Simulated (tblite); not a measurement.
Record of a relaxation.

Compound: C₆H₃ClFO (doublet state).
Bonds: O1–C2, C2–C3 (aromatic), C3–F4, C3–C5 (aromatic), C5–C6 (aromatic), C6–C7 (aromatic), C7–C8 (aromatic), C8–Cl9, C2–C8 (aromatic). Hydrogens: H10 on O1; H11 on C5; H12 on C7.
Bond orders are those of one Lewis drawing.

Computed with GFN2-xTB (tblite), gas phase: L-BFGS steps from a force-field or distance-geometry start until the largest atomic force falls under 0.01 eV/Å. 10 of its 14 geometries are shown.

Step 0: E = -751.3477 eV, largest atomic force 2.487 eV/Å
```
atom  x, y, z in Å  |  force x, y, z in eV/Å
O1      2.157    0.660    0.081   -0.954  -0.320  -0.037
C2      0.826    0.303    0.000    1.997  -0.155   0.547
C3     -0.066    1.160   -0.597   -1.185   0.419  -0.447
F4      0.339    2.341   -1.116   -0.070  -0.413   0.197
C5     -1.424    0.829   -0.687   -0.825  -0.516   0.014
C6     -1.877   -0.381   -0.177    2.418   0.533   0.230
C7     -0.975   -1.252    0.435   -1.036   0.001  -0.155
C8      0.381   -0.909    0.534   -1.156   0.045  -0.327
Cl9     1.477   -2.009    1.292    0.125   0.069   0.001
H10     2.625   -0.055    0.540    0.037   0.059  -0.030
H11    -2.119    1.512   -1.174    0.333  -0.111   0.152
H12    -1.345   -2.199    0.842    0.317   0.389  -0.145
```

Step 1: E = -751.4737 eV, largest atomic force 0.806 eV/Å
```
atom  x, y, z in Å  |  force x, y, z in eV/Å
O1      2.143    0.656    0.081    0.220  -0.113   0.095
C2      0.854    0.301    0.007   -0.796   0.056  -0.115
C3     -0.082    1.166   -0.603    0.002  -0.615   0.301
F4      0.338    2.335   -1.113   -0.063  -0.093   0.037
C5     -1.435    0.821   -0.687    0.071   0.382  -0.243
C6     -1.842   -0.373   -0.173    0.756   0.053   0.139
C7     -0.989   -1.252    0.433   -0.091  -0.212   0.123
C8      0.365   -0.909    0.529   -0.327   0.260  -0.257
Cl9     1.479   -2.008    1.292    0.011   0.101  -0.038
H10     2.626   -0.054    0.539    0.032   0.092  -0.049
H11    -2.115    1.511   -1.172    0.074  -0.046   0.062
H12    -1.340   -2.194    0.840    0.111   0.135  -0.055
```

Step 3: E = -751.5004 eV, largest atomic force 0.167 eV/Å
```
atom  x, y, z in Å  |  force x, y, z in eV/Å
O1      2.142    0.652    0.082   -0.146  -0.058   0.004
C2      0.842    0.301    0.007   -0.039  -0.018   0.030
C3     -0.086    1.156   -0.599    0.079   0.060  -0.020
F4      0.335    2.328   -1.110   -0.019  -0.098   0.049
C5     -1.434    0.829   -0.693    0.033   0.069  -0.064
C6     -1.819   -0.367   -0.171    0.074   0.011   0.023
C7     -0.990   -1.258    0.437    0.030   0.037   0.002
C8      0.354   -0.904    0.523    0.070  -0.097   0.033
Cl9     1.479   -2.003    1.290   -0.034   0.146  -0.074
H10     2.628   -0.053    0.539    0.014   0.007  -0.008
H11    -2.113    1.511   -1.171   -0.041   0.070  -0.031
H12    -1.337   -2.191    0.839   -0.021  -0.128   0.057
```

Step 4: E = -751.5024 eV, largest atomic force 0.100 eV/Å
```
atom  x, y, z in Å  |  force x, y, z in eV/Å
O1      2.139    0.650    0.082   -0.064  -0.031   0.009
C2      0.839    0.300    0.008    0.023  -0.064   0.049
C3     -0.085    1.156   -0.599   -0.013   0.027  -0.020
F4      0.334    2.325   -1.108    0.053   0.038  -0.005
C5     -1.432    0.831   -0.695    0.003  -0.022  -0.011
C6     -1.813   -0.366   -0.170   -0.031   0.050  -0.020
C7     -0.989   -1.259    0.438   -0.010  -0.038   0.024
C8      0.354   -0.906    0.523    0.073  -0.061   0.030
Cl9     1.478   -1.999    1.288    0.020   0.088  -0.037
H10     2.628   -0.052    0.539   -0.015   0.015  -0.017
H11    -2.114    1.513   -1.172   -0.031   0.064  -0.031
H12    -1.337   -2.194    0.840   -0.009  -0.064   0.029
```

Step 6: E = -751.5036 eV, largest atomic force 0.083 eV/Å
```
atom  x, y, z in Å  |  force x, y, z in eV/Å
O1      2.135    0.649    0.083    0.009   0.011   0.005
C2      0.837    0.298    0.010   -0.025  -0.005  -0.005
C3     -0.084    1.156   -0.600   -0.004   0.000  -0.004
F4      0.336    2.325   -1.108    0.058   0.025   0.002
C5     -1.432    0.832   -0.697   -0.027  -0.012  -0.006
C6     -1.812   -0.364   -0.170   -0.014  -0.009   0.007
C7     -0.990   -1.260    0.440   -0.039  -0.023   0.003
C8      0.355   -0.909    0.523   -0.036  -0.005  -0.006
Cl9     1.479   -1.994    1.286    0.081   0.005   0.015
H10     2.628   -0.052    0.538   -0.011  -0.002  -0.007
H11    -2.115    1.516   -1.173    0.010   0.018  -0.006
H12    -1.337   -2.197    0.842    0.000  -0.003   0.002
```

Step 7: E = -751.5040 eV, largest atomic force 0.079 eV/Å
```
atom  x, y, z in Å  |  force x, y, z in eV/Å
O1      2.134    0.649    0.083    0.008   0.013   0.003
C2      0.836    0.297    0.010   -0.032   0.019  -0.024
C3     -0.084    1.156   -0.600   -0.014  -0.004  -0.004
F4      0.339    2.325   -1.108    0.038  -0.014   0.017
C5     -1.433    0.832   -0.698   -0.002  -0.001   0.002
C6     -1.812   -0.364   -0.170   -0.009  -0.005   0.002
C7     -0.991   -1.261    0.440   -0.021  -0.016   0.001
C8      0.355   -0.910    0.524   -0.049   0.020  -0.016
Cl9     1.482   -1.992    1.285    0.075  -0.011   0.021
H10     2.628   -0.052    0.537   -0.008  -0.007  -0.003
H11    -2.115    1.518   -1.174    0.019  -0.003   0.004
H12    -1.338   -2.199    0.843   -0.005   0.010  -0.004
```

Step 9: E = -751.5045 eV, largest atomic force 0.040 eV/Å
```
atom  x, y, z in Å  |  force x, y, z in eV/Å
O1      2.132    0.649    0.083   -0.009   0.005   0.002
C2      0.834    0.296    0.010   -0.005   0.010  -0.014
C3     -0.085    1.157   -0.601   -0.007  -0.008   0.000
F4      0.344    2.325   -1.106    0.005  -0.034   0.020
C5     -1.433    0.833   -0.699    0.013  -0.001   0.013
C6     -1.813   -0.364   -0.170   -0.004   0.004  -0.007
C7     -0.993   -1.263    0.441    0.009   0.007  -0.006
C8      0.352   -0.911    0.523    0.000   0.020  -0.003
Cl9     1.489   -1.989    1.285    0.016   0.009  -0.002
H10     2.627   -0.052    0.537   -0.014  -0.006  -0.004
H11    -2.115    1.520   -1.174    0.013  -0.018   0.007
H12    -1.338   -2.201    0.844   -0.016   0.012  -0.006
```

Step 10: E = -751.5046 eV, largest atomic force 0.022 eV/Å
```
atom  x, y, z in Å  |  force x, y, z in eV/Å
O1      2.131    0.649    0.084   -0.008   0.005   0.000
C2      0.834    0.296    0.010    0.006  -0.004  -0.002
C3     -0.085    1.157   -0.601    0.002  -0.008   0.003
F4      0.345    2.325   -1.105    0.002  -0.018   0.010
C5     -1.433    0.833   -0.699    0.003  -0.002   0.010
C6     -1.813   -0.364   -0.170   -0.001  -0.001  -0.004
C7     -0.993   -1.263    0.440    0.010   0.008  -0.005
C8      0.352   -0.911    0.523    0.014   0.006   0.004
Cl9     1.490   -1.988    1.286   -0.002   0.019  -0.010
H10     2.626   -0.052    0.536   -0.016  -0.004  -0.004
H11    -2.114    1.520   -1.174    0.006  -0.013   0.004
H12    -1.339   -2.201    0.844   -0.015   0.012  -0.007
```

Step 12: E = -751.5047 eV, largest atomic force 0.016 eV/Å
```
atom  x, y, z in Å  |  force x, y, z in eV/Å
O1      2.130    0.649    0.084    0.003   0.004   0.000
C2      0.833    0.296    0.009    0.009  -0.009   0.009
C3     -0.085    1.156   -0.601    0.005  -0.004   0.004
F4      0.346    2.323   -1.104    0.001   0.008  -0.004
C5     -1.433    0.833   -0.698   -0.005  -0.002   0.000
C6     -1.813   -0.364   -0.170    0.003  -0.007   0.002
C7     -0.993   -1.263    0.440    0.004   0.002   0.000
C8      0.352   -0.911    0.523    0.008  -0.012   0.006
Cl9     1.492   -1.987    1.285   -0.006   0.013  -0.007
H10     2.625   -0.053    0.536   -0.009  -0.003  -0.003
H11    -2.114    1.519   -1.174   -0.006   0.001  -0.002
H12    -1.340   -2.200    0.843   -0.007   0.008  -0.004
```

Step 13: E = -751.5047 eV, largest atomic force 0.009 eV/Å
```
atom  x, y, z in Å  |  force x, y, z in eV/Å
O1      2.130    0.650    0.084    0.005   0.001   0.000
C2      0.833    0.296    0.010    0.004  -0.002   0.006
C3     -0.085    1.155   -0.601    0.001  -0.001   0.003
F4      0.347    2.323   -1.104    0.000   0.008  -0.004
C5     -1.433    0.833   -0.698   -0.002  -0.001  -0.002
C6     -1.813   -0.364   -0.170    0.004  -0.004   0.001
C7     -0.993   -1.263    0.440    0.002   0.000   0.002
C8      0.352   -0.911    0.524    0.002  -0.008   0.002
Cl9     1.492   -1.986    1.285    0.000   0.004  -0.001
H10     2.624   -0.053    0.536   -0.003  -0.003  -0.002
H11    -2.114    1.519   -1.174   -0.007   0.002  -0.002
H12    -1.341   -2.200    0.843   -0.005   0.004  -0.002
```

Q: Summarise the path.

A: The energy falls by 3.62 kcal/mol from step 0 to step 13; nine tenths of that is first reached at step 2. It falls at every step. The largest force goes from 2.487 to 0.009 eV/Å. Among the bonds C6–C7 changes most (a near tie, within 0.001 Å, with another), from 1.396 to 1.361 Å; the atoms move by 0.027 Å rms after alignment.

What follows is the cost of the whole relaxation. On one thread, Arm Neoverse V2 (aarch64), no GPU, shared host, this took under 0.1 s wall.
